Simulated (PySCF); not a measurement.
Fast rotation and ring inversion assumed for equivalent nuclei, one computed conformer, relativity neglected, no solvent model. Structure optimised with GFN2-xTB; GIAO PBE0/pcSseg-1 shieldings; PySCF 2.14.

Shifts are taken against calculated references (same method and geometry level): ¹H (σ = 31.72 ppm) and ¹³C (σ = 186.93 ppm) against TMS. Shifts are as computed. Against solution values, carbons near 30 ppm lie about +3 ppm off and those near 130 ppm about +5 ppm. Of 1211 compounds with measured shifts, 218 miss one by over three times the rms of a fit or turn the order of signals round; such compounds aren't used in these exercises.

Q: Order these molecules by the shift of their most deshielded carbon, lowest δ first.
A. C/C=C/P1CC(F)C1
B. O=C1CCCc2ccccc21
C. C=Cc1cccpc1

A: A (143.9 ppm, alkene CH), C (163.9 ppm, aromatic CH), B (200.9 ppm, ketone carbonyl carbon).

Q: Order these molecules by the shift of their most deshielded carbon-bound hydrogen, lowest δ first.
A. CO[C@H]([SiH3])C(F)(F)[SiH3]
B. C/C=C/P1CC(F)C1
C. O=C1CCCc2ccccc21
D. C=Cc1cccpc1

A: A (3.56 ppm, hydrogen on a methyl carbon bonded to O), B (6.32 ppm, hydrogen on an alkene CH), C (8.64 ppm, hydrogen on an aromatic CH), D (9.75 ppm, hydrogen on an aromatic CH).

Q: How many ¹³C and ¹H signals does each give (equivalence by symmetry and fast rotation, but not about amide C–N or C=N bonds)? `C=Cc1cccpc1`, `C/C=C/P1CC(F)C1`, `O=C1CCCc2ccccc21`, `CO[C@H]([SiH3])C(F)(F)[SiH3]`

A: C=Cc1cccpc1: 7 C, 7 H; C/C=C/P1CC(F)C1: 5 C, 6 H; O=C1CCCc2ccccc21: 10 C, 7 H; CO[C@H]([SiH3])C(F)(F)[SiH3]: 3 C, 4 H.
